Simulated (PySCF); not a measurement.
## Rb³³⁺: ionisation energy

Rb³³⁺ [He] 2s2 → Rb³⁴⁺ [He] 2s1 [2s1/2^1, M_J = 1/2], as a difference of total energies. Computed with PySCF 2.14 in an even-tempered Gaussian basis (17 s from 13 bohr⁻², ratio 2.4; 12 p from 17 bohr⁻², ratio 2.4; 5 d from 55 bohr⁻², ratio 2.6; 4 f from 82 bohr⁻², ratio 2.6), with the two-component X2C-1e Hamiltonian. Correlated levels: nothing frozen; the 34 highest virtual spinors dropped. "Screened" scales the spin-orbit matrix elements by Boettger's factors to mimic the two-electron term; Breit and QED terms are absent.

| method | ionisation energy (eV) |
| --- | --- |
| GMP2 (spin-free) | 4214.8 |
| GHF (screened spin-orbit) | 4209.3 |
| GMP2 (screened spin-orbit) | 4214.9 |

How much does correlation contribute at GMP2 (screened spin-orbit)?

4214.9 − (4209.3) = 5.6 eV, measured against GHF (screened spin-orbit).

For this ion Breit and QED terms and the two-electron picture change, all absent here, outweigh the correlation shift from GHF to GMP2.

For comparison: 4214 ± 4 eV (semi-empirical (NIST evaluation); NIST Atomic Spectra Database, ionization energies).
